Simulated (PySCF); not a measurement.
**Electron correlation in Te(3+) (tellurium, charge +3)**

Starting occupation: [Kr] 4d10 5s2 5p1, 5p1/2 with m_j = +1/2. Calculation: PySCF 2.14, in x2c-TZVPPall-2c (8s9p5d2f, 74 functions); X2C-1e with screened-nucleus spin-orbit coupling, Gaussian nucleus. Frozen: [Ar] 3d10; 21 electrons correlated; the 6 highest virtual spinors left out.

MP2 pair energies summed by pair of shells (mhartree):

| pair | energy | share (%) |
| --- | --- | --- |
| 4d3/2-4d5/2 | -116.87 | 22.7 |
| 4d5/2-4d5/2 | -87.18 | 16.9 |
| 4d5/2-5s1/2 | -45.44 | 8.8 |
| 4d3/2-4d3/2 | -37.76 | 7.3 |
| 4d3/2-5s1/2 | -29.52 | 5.7 |
| 4d5/2-4p3/2 | -29.20 | 5.7 |
| 4d3/2-4p3/2 | -19.87 | 3.9 |
| 5s1/2-5s1/2 | -18.59 | 3.6 |
| 5p1/2-5s1/2 | -14.05 | 2.7 |
| 4d5/2-4p1/2 | -13.83 | 2.7 |
| 4p3/2-4p3/2 | -13.37 | 2.6 |
| 4d5/2-5p1/2 | -13.11 | 2.5 |
| 4p1/2-4p3/2 | -12.06 | 2.3 |
| 4d5/2-4s1/2 | -10.45 | 2.0 |
| 4d3/2-5p1/2 | -8.88 | 1.7 |
| 4d3/2-4p1/2 | -8.81 | 1.7 |
| 4p3/2-4s1/2 | -6.98 | 1.4 |
| 4d3/2-4s1/2 | -6.89 | 1.3 |
| 4p3/2-5s1/2 | -6.56 | 1.3 |
| 4p1/2-4s1/2 | -3.37 | 0.7 |
| 4p1/2-4p1/2 | -3.13 | 0.6 |
| 4p1/2-5s1/2 | -2.73 | 0.5 |
| 4p3/2-5p1/2 | -2.16 | 0.4 |
| 4s1/2-4s1/2 | -2.11 | 0.4 |
| 4s1/2-5s1/2 | -0.81 | 0.2 |
| 4p1/2-5p1/2 | -0.69 | 0.1 |
| 4s1/2-5p1/2 | -0.30 | 0.1 |

Total MP2 correlation energy: -514.73 mhartree.

This basis was not built for core-valence correlation, so the inner-shell part is incomplete.
